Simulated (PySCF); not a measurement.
Tl²⁺ (thallium, charge +2) across methods

[Xe] 4f14 5d10 6d1, 2D determinant (an excited configuration). All numbers are calculated (PySCF 2.14, scalar relativity through the core potential, in aug-cc-pVQZ-PP with ECP60MDF (7s7p5d3f2g, 92 functions)).

```tsv
method	E (hartree)	mean ε 5d α (eV)	mean ε 5d β (eV)	mean ε 6d α (eV)	Σ⟨r²⟩ (bohr²)	⟨S²⟩
PBE	-170.9262	-37.533	-37.486	-10.368	51.14	0.750
PBE0	-170.9047	-39.682	-39.629	-10.694	51.46	0.750
r2SCAN	-170.9706	-37.959	-37.927	-10.282	51.05	0.750
wB97M-V	-170.8351	-42.151	-42.104	-11.499	51.70	0.750
MN15	-170.5441	-40.163	-40.120	-10.488	51.53	0.750
B97-3	-170.9513	-39.805	-39.771	-10.679	51.67	0.750
LDA	-170.6045	-37.721	-37.668	-10.204	51.20	0.750
UHF	-170.03745	-45.047	-44.973	-11.324	53.27	0.750
```

Energies and moments cover only the electrons outside the core potential. Spin-orbit coupling, absent here, splits the open shell strongly. The outer electron is Rydberg-like, and this basis confines it to a smaller radius and binds it less than a complete one would.
